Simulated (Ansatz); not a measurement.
Reaction (cleavage of the B–Ge bond): `[AlH2][BH][GeH3]` + HCl → `[AlH2][BH]Cl` + GeH₄

Computed with Ansatz on PBE0-D4/def2-TZVP structures; ΔE is electronic, products minus reactants. CCSD(T)/CBS is the MP2 limit (def2-TZVPP, def2-QZVPP) plus CCSD(T) − MP2 in def2-TZVPP, frozen cores. This one scheme is used for every species. Functionals use def2-TZVPP. For Ge outer-core shells are correlated without core-valence functions, which leaves a few kJ/mol of doubt a bond. Scalar relativity is left out up to krypton.

```json
{"level": "CAM-B3LYP-D4", "ΔE (eV)": "-1.03"}
{"level": "B2PLYP", "ΔE (eV)": "-1.04"}
```

(1) What does CCSD(T)/CBS give? (An estimate is asked.)

(2) What do rigid-rotor, harmonic-oscillator terms from PBE0-D4/def2-TZVP frequencies (298.15 K, 1 bar) make of the CCSD(T)/CBS value? (Estimate.)

Largest T1 diagnostic among the species: 0.013.

Answers

(1) The calculation gave: -0.95 eV. The listed levels differ from it by -0.08, -0.09 eV.

(2) Ansatz gave: ΔZPE = +0.04 eV, ΔH = -0.94 eV, ΔS = -14 J/(mol·K), ΔG = -0.89 eV. Modes under 50 cm⁻¹ make the entropy rough.

At CCSD(T), def2-SVP lies −0.18 eV from the extrapolated value and def2-TZVPP −0.01 eV. Leaving LDA and LC-ωPBE aside and taking each functional with its dispersion term where it has one, the values, not all of them listed here, spread over 0.08 eV, from B2PLYP to PBE-D4. In def2-TZVPP, CCSD(T) changes the Hartree–Fock value by +0.11 eV (the triples alone add −0.01 eV) and MP2 by +0.05 eV.
